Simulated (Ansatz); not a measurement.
Start from `C=[N][AlH2]` and change one atom or group to get `[AlH2]/[N]=C\[SiH3]`.

Ansatz, PBE0-D4/def2-TZVP geometries, multiplicity 1. 

| property | `C=[N][AlH2]` |
| --- | --- |
| LUMO energy (PBE0/def2-TZVPP) / eV | -0.92 |
| HOMO–LUMO gap (ωB97M-V/def2-TZVPP) / eV | 9.91 |
| HOMO energy (PBE0/def2-TZVPP) / eV | -6.78 |
| size of the dipole moment (PBE/def2-TZVPP) / D | 1.48 |
| HOMO energy (ωB97M-V/def2-TZVPP) / eV | -9.07 |
| ideal-gas entropy at 298 K and 1 bar (rigid rotor, harmonic PBE0-D4/def2-TZVP) / J/(mol·K) | 279 |

(1) Give the same properties after the change, and the shifts. (An estimate is asked.)

## Answers

(1) Ansatz gave: 
| property | `[AlH2]/[N]=C\[SiH3]` | shift |
| --- | --- | --- |
| LUMO energy (PBE0/def2-TZVPP) / eV | -1.39 | -0.47 |
| HOMO–LUMO gap (ωB97M-V/def2-TZVPP) / eV | 9.46 | -0.45 |
| HOMO energy (PBE0/def2-TZVPP) / eV | -6.45 | 0.33 |
| size of the dipole moment (PBE/def2-TZVPP) / D | 1.30 | -0.18 |
| HOMO energy (ωB97M-V/def2-TZVPP) / eV | -8.66 | 0.41 |
| ideal-gas entropy at 298 K and 1 bar (rigid rotor, harmonic PBE0-D4/def2-TZVP) / J/(mol·K) | 347 | 68 |

With PBE0 the HOMO rises by 0.33 eV and the LUMO falls by 0.47 eV, so the gap narrows by about 0.80 eV. PBE moves the HOMO by 0.25 eV and ωB97M-V by 0.41 eV. The zero-point energy changes by 39.8 kJ/mol with +9 modes. Dipoles are sizes alone; their direction can turn.
